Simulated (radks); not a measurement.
Charge is removed step by step from the 4d down level of Re+, starting from [Kr] 4d(up 5, down 5) 4f14 5s2 5p6 5d5 6s1. Calculated with a radial shooting solver on a logarithmic mesh with Libxc functionals: scalar-relativistic Kohn-Sham, r2SCAN, spin-polarised, spherical densities, finite nucleus; open shells are filled with parallel spins first (spin-orbit coupling, left out, can overturn this in heavy ions); meta-GGA in the generalised Kohn-Sham scheme; Fermi nuclear charge, rms radius 5.3698 fm.

\begin{tabular}{lrrr}
removed (e) & E - E(0) (eV) & eigenvalue (eV) & E minus straight line (eV) \\ \hline
0 & 0.000 & -266.52 & 0.000 \\
0.1 & 26.728 & -268.74 & -1.037 \\
0.2 & 53.678 & -270.99 & -1.850 \\
0.3 & 80.856 & -273.26 & -2.437 \\
0.4 & 108.26 & -275.57 & -2.796 \\
0.5 & 135.90 & -277.90 & -2.923 \\
0.6 & 163.77 & -280.25 & -2.815 \\
0.7 & 191.88 & -282.62 & -2.472 \\
0.8 & 220.22 & -285.02 & -1.890 \\
0.9 & 248.81 & -287.45 & -1.067 \\
1 & 277.64 & -289.89 & 0.000 \\
\end{tabular}

Removing the whole electron costs 277.64 eV by Delta-SCF, against 266.52 eV from minus the eigenvalue at the starting occupation. Slater's transition state (half an electron removed) gives 277.90 eV. Integrating minus the eigenvalue over the occupation (Janak's theorem) gives 278.00 eV. In this scalar-relativistic scheme the density is built from large components alone, so the theorem holds only approximately. The mean slope of the eigenvalue, de/dn, is 23.4 eV per electron.
